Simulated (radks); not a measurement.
Neutral calcium inside a hard spherical wall (all orbitals vanish at R), configuration held at [Ar] 4s2 and not refilled when levels cross. Calculated with a radial shooting solver on a logarithmic mesh with Libxc functionals: scalar-relativistic Kohn-Sham, LDA (Slater exchange, VWN5 correlation), spin-polarised, spherical densities, point nucleus. Eigenvalues in eV for spin up, with the zero of energy where the potential of the charges vanishes at infinity; a dash marks a level that is unbound or too diffuse for the functional's potential to be trusted. A positive occupied level is held by the wall or, in an anion where self-interaction has pushed it up, behind a barrier. The pressure on the wall is -dE/dV.

| R (bohr) | E (hartree) | kinetic (hartree) | e(2p) | e(3s) | e(3p) | e(4s) | e(3d, empty) | e(4p, empty) | pressure (GPa) |
|---|---|---|---|---|---|---|---|---|---|
| free | -678.69847 | 682.872 | -334.59 | -46.839 | -27.991 | -3.863 | -2.136 | -1.437 | 0 |
| 15 | -678.69846 | 682.872 | -334.58 | -46.837 | -27.989 | -3.861 | -2.134 | -1.429 | 0.000140 |
| 8 | -678.68393 | 682.966 | -333.88 | -46.162 | -27.324 | -3.307 | -1.534 | -0.425 | 0.502 |
| 7 | -678.66129 | 683.075 | -333.22 | -45.548 | -26.722 | -2.693 | -0.975 | 0.522 | 1.66 |
| 3.5 | -677.43588 | 687.066 | -322.07 | -36.633 | -18.007 | 17.526 | 9.088 | 25.975 | 299 |
| 3 | -676.25390 | 690.783 | -314.75 | -31.706 | -12.943 | 33.690 | 15.375 | 44.153 | 899 |
| 2.5 | -673.45130 | 699.272 | -300.34 | -22.191 | -2.753 | 67.453 | 27.594 | 80.070 | 3250 |
| 2 | -665.80923 | 720.449 | -270.94 | -0.530 | 20.804 | 145.56 | 53.735 | 158.95 | 14800 |
